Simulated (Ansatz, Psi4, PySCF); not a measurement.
C₃H₉B (SMILES CB(C)C), singlet, at a GFN2-xTB geometry. Base run: PySCF with CCSD(T)/STO-3G.

Input for PySCF:
```python
from pyscf import gto, scf, cc

mol = gto.M(
    atom='''
B     0.00001088    0.00026539    0.00036792
C     1.52623309   -0.14823315   -0.37068251
H     1.83762844   -1.19171630   -0.34087316
H     2.14173593    0.36217756    0.37015562
H     1.79190592    0.25078287   -1.34670484
C    -0.55014221   -0.62227830    1.34159877
H    -1.31137926   -1.37129600    1.12412977
H    -1.04868172    0.13436281    1.94635953
H     0.20789011   -1.09570452    1.96090406
C    -0.97606596    0.77066511   -0.97070561
H    -1.99790782    0.85271732   -0.60827282
H    -1.00999230    0.27798673   -1.94219118
H    -0.61140315    1.77844063   -1.16661060
''',
    basis='sto-3g',
    verbose=4,
)

mf = scf.RHF(mol)
mf.kernel()

mycc = cc.CCSD(mf)
mycc.kernel()
et = mycc.ccsd_t()
print('E(CCSD(T)) = %.10f' % (mycc.e_tot + et))
```

The same geometry, method and basis name were run in Ansatz (a first-principles code) and Psi4 and PySCF, at each program's defaults and at the settings that a row names. The base is PySCF at its defaults. Differences at the defaults can come from grids, fitting, cores and function types together.

```csv
code and settings,ΔE vs base (µEh),basis functions,E (Eh),SCF cycles
"PySCF, defaults (exact integrals, spherical functions, all electrons correlated)",0.0,29,-142.11204,7
"Psi4, defaults (exact integrals, spherical functions, all electrons correlated)",0.0,29,-142.11204,9
"Ansatz, defaults (factorised integrals, spherical functions, frozen core)",1981,29,-142.11006,-
"PySCF, frozen core",1949,29,-142.11009,7
"Psi4, exact integrals, spherical functions, frozen core",1950,29,-142.11009,9
"Ansatz, high accuracy, frozen core",1950,29,-142.11009,-
```
